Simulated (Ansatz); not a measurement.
Coupled-cluster run, CH₂BClO₂, SMILES `OB1OC1Cl`.

```yaml
crystal:
  periodic: [false, false, false]
  atoms:
    - {symbol: O, position_ang: [-1.069529, 0.083773, 1.473593]}
    - {symbol: B, position_ang: [-0.291527, -0.110247, 0.408839]}
    - {symbol: O, position_ang: [-0.164113, -0.913645, -0.663811]}
    - {symbol: C, position_ang: [0.832693, 0.177106, -0.543838]}
    - {symbol: Cl, position_ang: [0.715322, 1.412363, -1.778571]}
    - {symbol: H, position_ang: [-1.811350, -0.526551, 1.535168]}
    - {symbol: H, position_ang: [1.849704, -0.190899, -0.477179]}
basis:
  gaussian: {orbitals: def2-SVP}
correlation: {method: ccsd_t}
```

```sh
$ ansatz run in.yaml --threads 4 --pin off --events-out ev --progress --plain
```

The program prints (abridged):

```
Functional definition: HF
807 factors; integrals over basis functions are off by at most 1.5e-3 eV
mean field evaluation 1: about -18300.9632 eV, gradient 3.9e1 eV
mean field evaluation 2: about -18301.0755 eV, gradient 3.9e1 eV
mean field evaluation 4: about -18304.2233 eV, gradient 3.5e0 eV
mean field evaluation 8: about -18304.2746 eV, gradient 9.3e-2 eV
mean field -18304.27468122 eV, -672.6696874520 hartree, gradient 1.1e-6 eV, S^2 0.000000; 0 other end points of the search recorded, 0 dependent functions left out
9 core orbitals not correlated: weight in the atoms' cores, before any rotation towards them, 1.000 or more for the frozen orbitals, at most 0.000 for the correlated occupied ones
reference -18304.27468122 eV, -672.6696874520 hartree; 14, 14 occupied and 61, 61 virtual orbitals, 807 factors
second order -19.38697598 eV of doubles, -0.00000000 eV of singles
cycle   1  -19.53802968 eV  change   -1.5e-1 eV  update   1.1e-1
cycle   2  -20.01199761 eV  change   -4.7e-1 eV  update   3.1e-2
cycle   3  -20.14128159 eV  change   -1.3e-1 eV  update   1.7e-2
cycle   4  -20.13210328 eV  change    9.2e-3 eV  update   4.0e-3
cycle   5  -20.13089766 eV  change    1.2e-3 eV  update   1.7e-3
cycle   6  -20.13142623 eV  change   -5.3e-4 eV  update   5.3e-4
cycle   7  -20.13104337 eV  change    3.8e-4 eV  update   2.0e-4
cycle   8  -20.13099748 eV  change    4.6e-5 eV  update   6.1e-5
cycle   9  -20.13101841 eV  change   -2.1e-5 eV  update   2.1e-5
perturbative correction -0.58351569 eV, -0.0214438060 hartree
Total energy: -18324.98921533 eV, -673.4309325395 hartree
```

It took 1.8 s on 4 threads of a server CPU on a shared host, with 0.27 GiB of host memory at the peak.

MP2 recovers 93.6 % of the CCSD(T) correlation energy and the triples give 2.8 %; T1 = 0.0142.
